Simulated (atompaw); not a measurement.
u(r) = r·R(r): atom against pseudo-atom (nitrogen (N))

Columns: radius, all-electron u(r) and pseudo u(r) of the 2s shell (level -18.56 eV) of nitrogen in the configuration [He] 2s2 2p3; PBE, non-relativistic, PAW (atompaw) scheme, atompaw 4.2.0.5.

| r (bohr) | all-electron | pseudo |
| --- | --- | --- |
| 0.087 | 0.3692 | -0.1040 |
| 0.173 | 0.3406 | -0.2050 |
| 0.260 | 0.1546 | -0.3033 |
| 0.346 | -0.0721 | -0.3951 |
| 0.433 | -0.2921 | -0.4810 |
| 0.519 | -0.4786 | -0.5574 |
| 0.606 | -0.6295 | -0.6253 |
| 0.692 | -0.7411 | -0.6820 |
| 0.779 | -0.8193 | -0.7284 |
| 0.865 | -0.8670 | -0.7632 |
| 0.952 | -0.8905 | -0.7872 |
| 1.038 | -0.8944 | -0.8001 |
| 1.125 | -0.8830 | -0.8028 |
| 1.212 | -0.8602 | -0.7960 |
| 1.298 | -0.8295 | -0.7808 |
| 1.385 | -0.7927 | -0.7581 |
| 1.471 | -0.7528 | -0.7297 |
| 1.558 | -0.7103 | -0.6962 |
| 1.644 | -0.6674 | -0.6596 |
| 1.731 | -0.6241 | -0.6205 |
| 1.817 | -0.5820 | -0.5807 |
| 1.904 | -0.5408 | -0.5406 |
| 1.990 | -0.5015 | -0.5017 |
| 2.077 | -0.4637 | -0.4638 |
| 2.163 | -0.4283 | -0.4283 |
| 2.250 | -0.3946 | -0.3946 |

(1) How many radial nodes do the two functions have?

(2) Where does each function peak?

(3) Is the pseudo-wave norm-conserving?

Answers

(1) The all-electron 2s function has n − l − 1 = 1; the pseudo-wave has 0, since the states of the same l below it are removed with the core.

(2) Outermost all-electron maximum near 1.04 bohr, pseudo maximum near 1.12 bohr (to the table’s step).

(3) No, it belongs to a PAW set: the norm inside the radius is not constrained, and the difference is carried by the augmentation charge.
